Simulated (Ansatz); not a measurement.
| atom | x (Å) | y (Å) | z (Å) |
| --- | --- | --- | --- |
| Cu | 0.0000 | 0.0000 | -0.8315 |
| Cl | 0.0000 | 0.0000 | 1.4184 |

Basis set: 6-31G* (spherical functions). Frozen core: 10 orbitals. Charge 0, multiplicity 1.

Computed with Ansatz (development build ahead of 0.2.0); each method stands on the lowest determinant of its kind that the runs found. Restricted open shells among the atoms or ions are ROHF, correlated in semicanonical orbitals with singles.

The atomization energy at this shape (free ground-state atoms in the same class of orbitals less the molecule, no zero-point energy) of singlet CuCl:

| method | atomization energy |
| --- | --- |
| RHF | 137.8 kJ/mol |

Problem. What does RHF-MP2 give?

Solution. 371.0 kJ/mol. Caution: the shape is not the minimum.
